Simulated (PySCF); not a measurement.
Al(I)(Me)(OH) (CH4AlIO), SMILES [CH3][Al]([OH])[I]. The structure is a stationary point at B3LYP-D3(BJ)/def2-SVP. The def2 effective core potentials stand for the cores of I; spin–orbit coupling is left out. The values are those of a single conformer.

Q: Give the equilibrium geometry at B3LYP-D3(BJ)/def2-SVP (PySCF confirms it by a frequency run) as a Z-matrix, and its point group. (An estimate is asked for; the answer gives what the named calculation found.)

A: Several could match; the one computed here: point group Cs.
```
Al
O 1 1.7005
H 2 0.9618 1 126.52
C 1 1.9379 2 120.08 3 180.00
H 4 1.1013 1 111.10 2 0.00
H 4 1.1027 5 108.56 1 -122.05
H 4 1.1027 5 108.56 6 -115.90
I 1 2.4995 2 118.61 3 0.00
```
